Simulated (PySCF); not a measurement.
**Simulated absorption spectrum**

CH11OPSi3.
Geometry (PBE0-D3(BJ)/def2-SVP, Å), atoms numbered from 1 in this order:
```
atom  x, y, z in Å
C1    -0.050    1.724   -0.756
Si2   -0.248    0.433    0.580
O3    -1.846    0.006    0.738
Si4   -3.017   -0.981    0.100
P5     0.915   -1.419   -0.020
Si6    2.933   -0.410   -0.095
H7    -0.713    2.579   -0.553
H8    -0.313    1.313   -1.743
H9     0.985    2.098   -0.803
H10    0.197    0.962    1.902
H11   -4.267   -0.780    0.884
H12   -3.271   -0.632   -1.331
H13   -2.597   -2.412    0.183
H14    1.070   -1.908    1.314
H15    3.113    0.665    0.933
H16    3.994   -1.443    0.094
H17    3.081    0.208   -1.447
```

Level of theory: PySCF, TDDFT CAM-B3LYP/def2-SVPD, vertical, gas phase, core orbitals frozen in the response.

Broadening: Gaussians 0.3 eV wide at half height, area fixed by f = 4.319×10⁻⁹ ∫ε dν̃. The width is an assumption, not a result. The curve ends short of the highest state used, and states not computed would add to its high-energy end.

(E (eV), ε (L mol⁻¹ cm⁻¹)): (5.66, 1), (5.70, 3), (5.74, 9), (5.77, 17), (5.81, 39), (5.84, 66), (5.88, 127), (5.92, 222), (5.95, 323), (5.99, 503), (6.02, 679), (6.06, 986), (6.10, 1405), (6.13, 1812), (6.17, 2490), (6.20, 3084), (6.24, 3915), (6.28, 4644), (6.31, 5014), (6.35, 5155), (6.38, 4969), (6.42, 4390), (6.46, 3610), (6.49, 3046), (6.53, 2530), (6.56, 2441), (6.60, 2842), (6.64, 3881), (6.67, 5043), (6.71, 6935), (6.74, 8427), (6.78, 10171), (6.82, 11248), (6.85, 11441), (6.89, 10826), (6.93, 9399), (6.96, 8031), (7.00, 6176), (7.03, 4986), (7.07, 3887), (7.11, 3460), (7.14, 3593), (7.18, 4354), (7.21, 5341)

(1) Where are the band maxima, and which computed states make them?

(2) On this curve, what absorbance would a 10⁻³ mol/L sample give at 193 nm over a 1 cm path?

(3) Coming from long wavelengths, where does ε first pass 100 L mol⁻¹ cm⁻¹?

Answers

(1) 195 nm (6.34 eV), ε about 5200, made up of S2 (97%); 181 nm (6.85 eV), ε about 11000, made up of S3 (14%) and S4 (86%) (ε in L mol⁻¹ cm⁻¹; maxima over ε = 5, shares over 10%). At its high-energy end, 7.21 eV, the curve is still rising (ε about 5300, from S5, S6, S7 and S9). The states used: S1 6.11 eV (f 0.0072); S2 6.35 eV (f 0.056); S3 6.77 eV (f 0.022); S4 6.86 eV (f 0.109); S5 7.17 eV (f 0.010); S6 7.24 eV (f 0.0074); S7 7.38 eV (f 0.076); S8 7.48 eV (f 0.026); S9 7.52 eV (f 0.130); S10 7.81 eV (f 0.031).

(2) 193 nm is 6.424 eV, where ε is about 4300 L mol⁻¹ cm⁻¹, so A = ε c l ≈ 4.3 (Beer–Lambert, with the gas-phase spectrum and the assumed width).

(3) At about 211 nm (5.87 eV), 0.25 eV below S1.

All these states lie below the vertical ionisation energy of 9.19 eV (ΔSCF).

Time: 2.8 min of wall time. Hardware: x86-64 server, one thread, on a shared host.

One conformer stands for the species.
